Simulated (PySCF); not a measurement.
**PySCF run on H4Pb**

The script input.py:

```python
from pyscf import gto, scf, mp

mol = gto.M(
    atom='Pb 0 0 0; H 1.4287 -0.0001 1.0102; H -1.4287 0 1.0102; H 0 1.4287 -1.0102; H 0 -1.4286 -1.0103',
    basis='def2-svpd',
    ecp={'Pb': 'def2-svpd'},
    charge=0,
    spin=0,
    verbose=3,
)
mf = scf.UHF(mol)
mf.kernel()
mp.MP2(mf, frozen=4).kernel()
mf.dip_moment()
print('orbital energies (hartree):', [e[max(0, n-3):n+3].round(4) for e, n in zip(mf.mo_energy, mol.nelec)])
```

```bash
$ python input.py
```

It prints:

```
converged SCF energy = -194.065968155621  <S^2> = 6.1888272e-12  2S+1 = 1
E(UMP2) = -194.213253965996  E_corr = -0.14728581037525
E(SCS-UMP2) = -194.218781900966  E_corr = -0.152813745345137
Dipole moment(X, Y, Z, Debye): -0.00000, -0.00002,  0.00011
orbital energies (hartree): [array([-0.4311, -0.4311, -0.4311,  0.0558,  0.1105,  0.1105]), array([-0.4311, -0.4311, -0.4311,  0.0558,  0.1105,  0.1105])]
```

In short: E(SCF) = -194.065968 Eh, E(MP2) − E(SCF) = -0.14729 Eh, μ(SCF) = 0.00 D.

Wall time 2.3 s on one thread of a shared host.

No search for the lowest solution was made.
